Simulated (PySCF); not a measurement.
# Ti³⁺ (titanium, charge +3) across methods

[Ar] 3d1, 2D determinant. Computed with PySCF 2.14 in an even-tempered Gaussian basis (21 s from 0.054 bohr⁻², ratio 2.5; 14 p from 0.071 bohr⁻², ratio 2.5; 11 d from 0.071 bohr⁻², ratio 2.5; 6 f from 0.27 bohr⁻², ratio 2.7; 5 g from 0.4 bohr⁻², ratio 2.7), with scalar relativity by spin-free X2C-1e.

| method | E (hartree) | mean ε 3p α (eV) | mean ε 3p β (eV) | mean ε 3d α (eV) | Σ⟨r²⟩ (bohr²) | ⟨S²⟩ |
| --- | --- | --- | --- | --- | --- | --- |
| PBE0 | -851.758 | -74.369 | -73.054 | -37.713 | 12.92 | 0.751 |
| r2SCAN | -851.911 | -72.331 | -71.140 | -35.900 | 12.90 | 0.751 |
| PBE | -851.713 | -71.319 | -70.324 | -35.528 | 12.95 | 0.750 |
| LDA | -849.830 | -71.363 | -70.383 | -35.414 | 12.98 | 0.750 |

(1) Estimate the same row for UHF.

Results:

(1) E (hartree) = -851.09972; mean ε 3p α (eV) = -82.272; mean ε 3p β (eV) = -79.828; mean ε 3d α (eV) = -43.452; Σ⟨r²⟩ (bohr²) = 12.92; ⟨S²⟩ = 0.752.
